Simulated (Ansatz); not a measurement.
Reaction (redistribution): `NC[SiH2]O` + `F[SiH2]N[SiH3]` → `O[SiH2][SiH2]F` + `NCN[SiH3]`

Computed with Ansatz on PBE0-D4/def2-TZVP structures; ΔE is electronic, products minus reactants. CCSD(T)/CBS adds triple-zeta CCSD(T) − MP2 to the extrapolated MP2 energy (def2 sets, frozen cores). This one scheme is used for every species. DFT in def2-TZVPP. Each species was taken in one conformer, which may not be the lowest.

`NC[SiH2]O`:

Cartesian coordinates in Å:
```
N -1.058 -0.213 -0.964
C 0.071 -0.839 -0.267
Si 0.900 0.524 0.731
O -0.307 1.330 1.509
H -1.676 -0.905 -1.368
H -0.730 0.368 -1.726
H 0.768 -1.389 -0.916
H -0.329 -1.563 0.450
H 1.640 1.426 -0.200
H 1.852 -0.003 1.741
H -1.130 1.264 1.010
```

`F[SiH2]N[SiH3]`:

Z-matrix (Å, degrees):
```
Si
N 1 1.706
F 1 1.601 2 112.6
H 1 1.478 2 108.8 3 117.8
H 1 1.480 2 109.3 3 -117.5
Si 2 1.733 1 128.1 3 -87.6
H 2 1.011 1 115.6 3 85.3
H 6 1.487 2 110.9 1 -127.0
H 6 1.487 2 112.0 1 112.6
H 6 1.483 2 106.7 1 -7.3
```

`O[SiH2][SiH2]F`:

Z-matrix (Å, degrees):
```
Si
Si 1 2.348
O 1 1.653 2 104.8
H 1 1.492 2 110.9 3 -120.6
H 1 1.492 2 110.9 3 120.6
F 2 1.609 1 108.2 3 179.5
H 2 1.486 1 112.0 3 60.9
H 2 1.486 1 112.0 3 -61.8
H 3 0.958 1 118.3 2 179.8
```

`NCN[SiH3]`:

```xyz
12

N     0.882    1.272   -1.374
C     0.719    0.647   -0.079
N     0.014   -0.596   -0.231
Si   -1.087   -1.239    0.915
H     1.477    2.089   -1.314
H    -0.016    1.557   -1.744
H     0.153    1.253    0.648
H     1.726    0.512    0.342
H     0.443   -1.203   -0.913
H    -0.478   -1.717    2.194
H    -1.767   -2.395    0.277
H    -2.067   -0.180    1.279
```

(1) Is it downhill or uphill in electronic energy at CCSD(T)/CBS, and by how much? (An estimate is asked.)

(2) What do these levels give: PBE, HF/def2-TZVPP, MP2/def2-TZVPP, MP2/def2-QZVPP, MP2/CBS(def2), CCSD/CBS(def2)? (An estimate is asked.)

Largest T1 diagnostic among the species: 0.012.

## Answers

(1) Ansatz gave: Uphill: ΔE = +36.2 kcal/mol.

(2) Ansatz gave: PBE 30.4, HF/def2-TZVPP 35.2, MP2/def2-TZVPP 38.3, MP2/def2-QZVPP 38.5, MP2/CBS(def2) 38.6, CCSD/CBS(def2) 36.1 kcal/mol.

From PBE to PBE0 (25 % exact exchange), in def2-TZVPP and without D4, ΔE moves by +1.6 kcal/mol. The D4 term adds +0.8 kcal/mol with B3LYP and +0.4 kcal/mol with PBE0; it sums over pairs of atoms, weighted by their polarisabilities, and B3LYP, whose exchange is more repulsive, gets the larger term.

B3LYP here is the variant with VWN-RPA as its local correlation; programs differ in this.
